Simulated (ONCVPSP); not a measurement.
# Tm: variants of one ONCV potential

Base potential:

* Element: thulium
* Generator: ONCVPSP 4.0.1
* Type: optimised norm-conserving Vanderbilt (ONCV)
* Functional: LDA (Perdew-Wang 92)
* Relativity: scalar-relativistic
* Frozen core: [Kr] 4d10
* Valence charge: 23
* Reference configuration: 4f13 5s2 5p6 6s1.75 6p0.25
* Partial waves: 5s+6s: rc 2.10 bohr, ncon 3, nbas 6, qcut 6.8 1/bohr, 2 projectors; 5p+6p: rc 2.00 bohr, ncon 4, nbas 7, qcut 7.5 1/bohr, 2 projectors; d scattering state at 0.26 Ha: rc 2.10 bohr, ncon 4, nbas 7, qcut 4.7 1/bohr, 3 projectors, debl 3.4 Ha; 4f: rc 0.85 bohr, ncon 5, nbas 10, qcut 16.6 1/bohr, 2 projectors, debl 2.6 Ha
* Local potential: polynomial inside 0.55 bohr (lpopt 4, dvloc0 0 Ha)
* Core correction: none

In the d channel the program set the typed energies aside and used 0.050, 3.450, 6.850 Ha.

All-electron outer shells of the reference configuration (LDA (PZ), scalar-relativistic, ld1.x):

```
shell  level (eV)  outermost node (bohr)  outermost maximum (bohr)
   4d     -171.86                   0.24                      0.50
   5s      -53.96                   0.59                      1.10
   5p      -27.47                   0.64                      1.26
   6s       -4.28                   1.49                      3.25
   4f       -3.72                      –                      0.49
   6p       -1.37                   1.84                      4.67
```

Cutoffs, loose and tight: the cutoffs (Ha) at which the residual kinetic energy of the hardest occupied pseudo-wave falls to 1 and 0.1 mHa per electron. They do not see the model core or the augmentation charge, which bear on the density cutoff. Test errors are all-electron minus pseudo excitation energies from the reference, over the configurations 4f13 5s2 5p6 6s2 6p0; 4f13 5s2 5p6 6s1 6p0; 4f13 5s2 5p6 6s0 6p0; 4f13 5s2 5p5 6s2 6p0. A dash means not determined; rows that change the core or the reference have their own tests.

A true bound ghost makes a file unfit for plane-wave use even where its test errors are small: the radial tests pick states by their node count and pass the ghost by.

```tsv
change	outcome	cutoff, loose	cutoff, tight	bound ghosts	GHOST(+) flags above zero	largest test error (meV)
base	generated, projector energies reset by the program	484 Ha	632 Ha	s, p	s, d	tests left out (the all-electron energies of this program are off by 10 to 40 meV for near-neutral 4f atoms)
p: qcut 8.4	generated, projector energies reset by the program	484 Ha	632 Ha	s, p	s, d	tests left out (the all-electron energies of this program are off by 10 to 40 meV for near-neutral 4f atoms)
d: qcut 4.5	generated, projector energies reset by the program	484 Ha	632 Ha	s, p	s, d	tests left out (the all-electron energies of this program are off by 10 to 40 meV for near-neutral 4f atoms)
d: nproj 2	generated, projector energies reset by the program	484 Ha	632 Ha	s, p	s, d	tests left out (the all-electron energies of this program are off by 10 to 40 meV for near-neutral 4f atoms)
```

(1) What comes out with this change to the base: f: rc 0.92?

(2) What comes out with this change to the base: f: rc 1.24?

Results:

(1) outcome: generated, projector energies reset by the program; cutoff, loose: 171 Ha; cutoff, tight: 511 Ha; bound ghosts: s, p; GHOST(+) flags above zero: s, d; largest test error (meV): tests left out (the all-electron energies of this program are off by 10 to 40 meV for near-neutral 4f atoms).

(2) outcome: generated, projector energies reset by the program; cutoff, loose: 106 Ha; cutoff, tight: 121 Ha; bound ghosts: s, p; GHOST(+) flags above zero: s, d; largest test error (meV): tests left out (the all-electron energies of this program are off by 10 to 40 meV for near-neutral 4f atoms).
